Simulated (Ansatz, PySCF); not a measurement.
Potential energy curve for SMILES [SnH4] (H4Sn). The Sn1–H5 bond (Sn1 also carries H, H, H; H5 carries nothing else) is pulled apart rigidly from the PBE0/def2-TZVP, def2 effective core potentials past Kr optimised geometry.

- UHF/def2-SVP, def2 effective core potentials past Kr (PySCF)
- RHF/def2-SVP, def2 effective core potentials past Kr (PySCF)
- UKS-PBE0 = unrestricted PBE0/def2-SVP, def2 effective core potentials past Kr (PySCF 2.14.0)
- RKS-PBE0 = restricted PBE0/def2-SVP, def2 effective core potentials past Kr run with PySCF
- UKS-LDA (SVWN5) = unrestricted LDA (SVWN5)/def2-SVP, def2 effective core potentials past Kr (PySCF 2.14.0)
- RKS-LDA (SVWN5) = restricted LDA (SVWN5)/def2-SVP, def2 effective core potentials past Kr (PySCF)
- UKS-B3LYP = unrestricted B3LYP/def2-SVP, def2 effective core potentials past Kr in PySCF
- RKS-B3LYP = restricted B3LYP/def2-SVP, def2 effective core potentials past Kr (PySCF)
- UKS-PBE = unrestricted PBE/def2-SVP, def2 effective core potentials past Kr (Ansatz, a first-principles code)
- RKS-PBE = Ansatz with restricted PBE/def2-SVP, def2 effective core potentials past Kr

Scanned distances (Å): 1.28, 1.37, 1.45, 1.52, 1.59, 1.67, 1.70, 1.75, 1.82, 1.89, 2.00, 2.11, 2.30, 2.57, 2.81, 3.04, 3.41, 3.77, 4.21, 4.56, 5.17, 6.00.

**Question.** Where does the unrestricted solution first break spin symmetry (<S²> of 0.01 or more)?

**Answer.** UHF: between 2.30 and 2.57 Å; UKS-PBE0: between 2.57 and 2.81 Å; UKS-LDA (SVWN5): between 3.04 and 3.41 Å; UKS-B3LYP: between 2.57 and 2.81 Å; UKS-PBE: between 2.81 and 3.04 Å.

```json
[
 {"R / Å": "1.28", "<S²> UHF": "0.00", "E(RHF) − E(UHF) / kJ/mol": "0.0", "<S²> UKS-PBE0": "0.00", "E(RKS-PBE0) − E(UKS-PBE0) / kJ/mol": "0.0", "<S²> UKS-LDA (SVWN5)": "0.00", "E(RKS-LDA (SVWN5)) − E(UKS-LDA (SVWN5)) / kJ/mol": "0.0", "<S²> UKS-B3LYP": "0.00", "E(RKS-B3LYP) − E(UKS-B3LYP) / kJ/mol": "0.0", "<S²> UKS-PBE": "0.00", "E(RKS-PBE) − E(UKS-PBE) / kJ/mol": "0.0"},
 {"R / Å": "1.37", "<S²> UHF": "0.00", "E(RHF) − E(UHF) / kJ/mol": "0.0", "<S²> UKS-PBE0": "0.00", "E(RKS-PBE0) − E(UKS-PBE0) / kJ/mol": "0.0", "<S²> UKS-LDA (SVWN5)": "0.00", "E(RKS-LDA (SVWN5)) − E(UKS-LDA (SVWN5)) / kJ/mol": "0.0", "<S²> UKS-B3LYP": "0.00", "E(RKS-B3LYP) − E(UKS-B3LYP) / kJ/mol": "0.0", "<S²> UKS-PBE": "0.00", "E(RKS-PBE) − E(UKS-PBE) / kJ/mol": "0.0"},
 {"R / Å": "1.45", "<S²> UHF": "0.00", "E(RHF) − E(UHF) / kJ/mol": "0.0", "<S²> UKS-PBE0": "0.00", "E(RKS-PBE0) − E(UKS-PBE0) / kJ/mol": "0.0", "<S²> UKS-LDA (SVWN5)": "0.00", "E(RKS-LDA (SVWN5)) − E(UKS-LDA (SVWN5)) / kJ/mol": "0.0", "<S²> UKS-B3LYP": "0.00", "E(RKS-B3LYP) − E(UKS-B3LYP) / kJ/mol": "0.0", "<S²> UKS-PBE": "0.00", "E(RKS-PBE) − E(UKS-PBE) / kJ/mol": "0.0"},
 {"R / Å": "1.52", "<S²> UHF": "0.00", "E(RHF) − E(UHF) / kJ/mol": "0.0", "<S²> UKS-PBE0": "0.00", "E(RKS-PBE0) − E(UKS-PBE0) / kJ/mol": "0.0", "<S²> UKS-LDA (SVWN5)": "0.00", "E(RKS-LDA (SVWN5)) − E(UKS-LDA (SVWN5)) / kJ/mol": "0.0", "<S²> UKS-B3LYP": "0.00", "E(RKS-B3LYP) − E(UKS-B3LYP) / kJ/mol": "0.0", "<S²> UKS-PBE": "0.00", "E(RKS-PBE) − E(UKS-PBE) / kJ/mol": "0.0"},
 {"R / Å": "1.59", "<S²> UHF": "0.00", "E(RHF) − E(UHF) / kJ/mol": "0.0", "<S²> UKS-PBE0": "0.00", "E(RKS-PBE0) − E(UKS-PBE0) / kJ/mol": "0.0", "<S²> UKS-LDA (SVWN5)": "0.00", "E(RKS-LDA (SVWN5)) − E(UKS-LDA (SVWN5)) / kJ/mol": "0.0", "<S²> UKS-B3LYP": "0.00", "E(RKS-B3LYP) − E(UKS-B3LYP) / kJ/mol": "0.0", "<S²> UKS-PBE": "0.00", "E(RKS-PBE) − E(UKS-PBE) / kJ/mol": "0.0"},
 {"R / Å": "1.67", "<S²> UHF": "0.00", "E(RHF) − E(UHF) / kJ/mol": "0.0", "<S²> UKS-PBE0": "0.00", "E(RKS-PBE0) − E(UKS-PBE0) / kJ/mol": "0.0", "<S²> UKS-LDA (SVWN5)": "0.00", "E(RKS-LDA (SVWN5)) − E(UKS-LDA (SVWN5)) / kJ/mol": "0.0", "<S²> UKS-B3LYP": "0.00", "E(RKS-B3LYP) − E(UKS-B3LYP) / kJ/mol": "0.0", "<S²> UKS-PBE": "0.00", "E(RKS-PBE) − E(UKS-PBE) / kJ/mol": "0.0"},
 {"R / Å": "1.70", "<S²> UHF": "0.00", "E(RHF) − E(UHF) / kJ/mol": "0.0", "<S²> UKS-PBE0": "0.00", "E(RKS-PBE0) − E(UKS-PBE0) / kJ/mol": "0.0", "<S²> UKS-LDA (SVWN5)": "0.00", "E(RKS-LDA (SVWN5)) − E(UKS-LDA (SVWN5)) / kJ/mol": "0.0", "<S²> UKS-B3LYP": "0.00", "E(RKS-B3LYP) − E(UKS-B3LYP) / kJ/mol": "0.0", "<S²> UKS-PBE": "0.00", "E(RKS-PBE) − E(UKS-PBE) / kJ/mol": "0.0"},
 {"R / Å": "1.75", "<S²> UHF": "0.00", "E(RHF) − E(UHF) / kJ/mol": "0.0", "<S²> UKS-PBE0": "0.00", "E(RKS-PBE0) − E(UKS-PBE0) / kJ/mol": "0.0", "<S²> UKS-LDA (SVWN5)": "0.00", "E(RKS-LDA (SVWN5)) − E(UKS-LDA (SVWN5)) / kJ/mol": "0.0", "<S²> UKS-B3LYP": "0.00", "E(RKS-B3LYP) − E(UKS-B3LYP) / kJ/mol": "0.0", "<S²> UKS-PBE": "0.00", "E(RKS-PBE) − E(UKS-PBE) / kJ/mol": "0.0"},
 {"R / Å": "1.82", "<S²> UHF": "0.00", "E(RHF) − E(UHF) / kJ/mol": "0.0", "<S²> UKS-PBE0": "0.00", "E(RKS-PBE0) − E(UKS-PBE0) / kJ/mol": "0.0", "<S²> UKS-LDA (SVWN5)": "0.00", "E(RKS-LDA (SVWN5)) − E(UKS-LDA (SVWN5)) / kJ/mol": "0.0", "<S²> UKS-B3LYP": "0.00", "E(RKS-B3LYP) − E(UKS-B3LYP) / kJ/mol": "0.0", "<S²> UKS-PBE": "0.00", "E(RKS-PBE) − E(UKS-PBE) / kJ/mol": "0.0"},
 {"R / Å": "1.89", "<S²> UHF": "0.00", "E(RHF) − E(UHF) / kJ/mol": "0.0", "<S²> UKS-PBE0": "0.00", "E(RKS-PBE0) − E(UKS-PBE0) / kJ/mol": "0.0", "<S²> UKS-LDA (SVWN5)": "0.00", "E(RKS-LDA (SVWN5)) − E(UKS-LDA (SVWN5)) / kJ/mol": "0.0", "<S²> UKS-B3LYP": "0.00", "E(RKS-B3LYP) − E(UKS-B3LYP) / kJ/mol": "0.0", "<S²> UKS-PBE": "0.00", "E(RKS-PBE) − E(UKS-PBE) / kJ/mol": "0.0"},
 {"R / Å": "2.00", "<S²> UHF": "0.00", "E(RHF) − E(UHF) / kJ/mol": "0.0", "<S²> UKS-PBE0": "0.00", "E(RKS-PBE0) − E(UKS-PBE0) / kJ/mol": "0.0", "<S²> UKS-LDA (SVWN5)": "0.00", "E(RKS-LDA (SVWN5)) − E(UKS-LDA (SVWN5)) / kJ/mol": "0.0", "<S²> UKS-B3LYP": "0.00", "E(RKS-B3LYP) − E(UKS-B3LYP) / kJ/mol": "0.0", "<S²> UKS-PBE": "0.00", "E(RKS-PBE) − E(UKS-PBE) / kJ/mol": "0.0"},
 {"R / Å": "2.11", "<S²> UHF": "0.00", "E(RHF) − E(UHF) / kJ/mol": "0.0", "<S²> UKS-PBE0": "0.00", "E(RKS-PBE0) − E(UKS-PBE0) / kJ/mol": "0.0", "<S²> UKS-LDA (SVWN5)": "0.00", "E(RKS-LDA (SVWN5)) − E(UKS-LDA (SVWN5)) / kJ/mol": "0.0", "<S²> UKS-B3LYP": "0.00", "E(RKS-B3LYP) − E(UKS-B3LYP) / kJ/mol": "0.0", "<S²> UKS-PBE": "0.00", "E(RKS-PBE) − E(UKS-PBE) / kJ/mol": "0.0"},
 {"R / Å": "2.30", "<S²> UHF": "0.00", "E(RHF) − E(UHF) / kJ/mol": "0.0", "<S²> UKS-PBE0": "0.00", "E(RKS-PBE0) − E(UKS-PBE0) / kJ/mol": "0.0", "<S²> UKS-LDA (SVWN5)": "0.00", "E(RKS-LDA (SVWN5)) − E(UKS-LDA (SVWN5)) / kJ/mol": "0.0", "<S²> UKS-B3LYP": "0.00", "E(RKS-B3LYP) − E(UKS-B3LYP) / kJ/mol": "0.0", "<S²> UKS-PBE": "0.00", "E(RKS-PBE) − E(UKS-PBE) / kJ/mol": "0.0"},
 {"R / Å": "2.57", "<S²> UHF": "0.47", "E(RHF) − E(UHF) / kJ/mol": "20.3", "<S²> UKS-PBE0": "0.00", "E(RKS-PBE0) − E(UKS-PBE0) / kJ/mol": "0.0", "<S²> UKS-LDA (SVWN5)": "0.00", "E(RKS-LDA (SVWN5)) − E(UKS-LDA (SVWN5)) / kJ/mol": "0.0", "<S²> UKS-B3LYP": "0.00", "E(RKS-B3LYP) − E(UKS-B3LYP) / kJ/mol": "0.0", "<S²> UKS-PBE": "0.00", "E(RKS-PBE) − E(UKS-PBE) / kJ/mol": "0.0"},
 {"R / Å": "2.81", "<S²> UHF": "0.71", "E(RHF) − E(UHF) / kJ/mol": "61.3", "<S²> UKS-PBE0": "0.24", "E(RKS-PBE0) − E(UKS-PBE0) / kJ/mol": "2.5", "<S²> UKS-LDA (SVWN5)": "0.00", "E(RKS-LDA (SVWN5)) − E(UKS-LDA (SVWN5)) / kJ/mol": "0.0", "<S²> UKS-B3LYP": "0.14", "E(RKS-B3LYP) − E(UKS-B3LYP) / kJ/mol": "1.0", "<S²> UKS-PBE": "0.00", "E(RKS-PBE) − E(UKS-PBE) / kJ/mol": "0.0"},
 {"R / Å": "3.04", "<S²> UHF": "0.84", "E(RHF) − E(UHF) / kJ/mol": "107.1", "<S²> UKS-PBE0": "0.58", "E(RKS-PBE0) − E(UKS-PBE0) / kJ/mol": "18.8", "<S²> UKS-LDA (SVWN5)": "0.00", "E(RKS-LDA (SVWN5)) − E(UKS-LDA (SVWN5)) / kJ/mol": "0.0", "<S²> UKS-B3LYP": "0.45", "E(RKS-B3LYP) − E(UKS-B3LYP) / kJ/mol": "11.7", "<S²> UKS-PBE": "0.27", "E(RKS-PBE) − E(UKS-PBE) / kJ/mol": "1.9"},
 {"R / Å": "3.41", "<S²> UHF": "0.94", "E(RHF) − E(UHF) / kJ/mol": "180.3", "<S²> UKS-PBE0": "0.85", "E(RKS-PBE0) − E(UKS-PBE0) / kJ/mol": "57.8", "<S²> UKS-LDA (SVWN5)": "0.57", "E(RKS-LDA (SVWN5)) − E(UKS-LDA (SVWN5)) / kJ/mol": "11.8", "<S²> UKS-B3LYP": "0.76", "E(RKS-B3LYP) − E(UKS-B3LYP) / kJ/mol": "41.2", "<S²> UKS-PBE": "0.74", "E(RKS-PBE) − E(UKS-PBE) / kJ/mol": "23.4"},
 {"R / Å": "3.77", "<S²> UHF": "0.98", "E(RHF) − E(UHF) / kJ/mol": "243.4", "<S²> UKS-PBE0": "0.95", "E(RKS-PBE0) − E(UKS-PBE0) / kJ/mol": "95.9", "<S²> UKS-LDA (SVWN5)": "0.81", "E(RKS-LDA (SVWN5)) − E(UKS-LDA (SVWN5)) / kJ/mol": "32.3", "<S²> UKS-B3LYP": "0.90", "E(RKS-B3LYP) − E(UKS-B3LYP) / kJ/mol": "71.7", "<S²> UKS-PBE": "0.92", "E(RKS-PBE) − E(UKS-PBE) / kJ/mol": "50.2"},
 {"R / Å": "4.21", "<S²> UHF": "0.99", "E(RHF) − E(UHF) / kJ/mol": "306.8", "<S²> UKS-PBE0": "0.99", "E(RKS-PBE0) − E(UKS-PBE0) / kJ/mol": "133.6", "<S²> UKS-LDA (SVWN5)": "0.93", "E(RKS-LDA (SVWN5)) − E(UKS-LDA (SVWN5)) / kJ/mol": "55.6", "<S²> UKS-B3LYP": "0.97", "E(RKS-B3LYP) − E(UKS-B3LYP) / kJ/mol": "103.4", "<S²> UKS-PBE": "0.98", "E(RKS-PBE) − E(UKS-PBE) / kJ/mol": "78.1"},
 {"R / Å": "4.56", "<S²> UHF": "1.00", "E(RHF) − E(UHF) / kJ/mol": "347.0", "<S²> UKS-PBE0": "1.00", "E(RKS-PBE0) − E(UKS-PBE0) / kJ/mol": "155.8", "<S²> UKS-LDA (SVWN5)": "0.97", "E(RKS-LDA (SVWN5)) − E(UKS-LDA (SVWN5)) / kJ/mol": "70.2", "<S²> UKS-B3LYP": "0.99", "E(RKS-B3LYP) − E(UKS-B3LYP) / kJ/mol": "122.6", "<S²> UKS-PBE": "0.99", "E(RKS-PBE) − E(UKS-PBE) / kJ/mol": "94.1"},
 {"R / Å": "5.17", "<S²> UHF": "1.00", "E(RHF) − E(UHF) / kJ/mol": "398.9", "<S²> UKS-PBE0": "1.00", "E(RKS-PBE0) − E(UKS-PBE0) / kJ/mol": "181.5", "<S²> UKS-LDA (SVWN5)": "1.00", "E(RKS-LDA (SVWN5)) − E(UKS-LDA (SVWN5)) / kJ/mol": "87.0", "<S²> UKS-B3LYP": "1.00", "E(RKS-B3LYP) − E(UKS-B3LYP) / kJ/mol": "145.3", "<S²> UKS-PBE": "1.00", "E(RKS-PBE) − E(UKS-PBE) / kJ/mol": "111.7"},
 {"R / Å": "6.00", "<S²> UHF": "1.00", "E(RHF) − E(UHF) / kJ/mol": "442.2", "<S²> UKS-PBE0": "1.00", "E(RKS-PBE0) − E(UKS-PBE0) / kJ/mol": "199.8", "<S²> UKS-LDA (SVWN5)": "1.00", "E(RKS-LDA (SVWN5)) − E(UKS-LDA (SVWN5)) / kJ/mol": "97.8", "<S²> UKS-B3LYP": "1.00", "E(RKS-B3LYP) − E(UKS-B3LYP) / kJ/mol": "161.5", "<S²> UKS-PBE": "1.00", "E(RKS-PBE) − E(UKS-PBE) / kJ/mol": "122.7"}
]
```
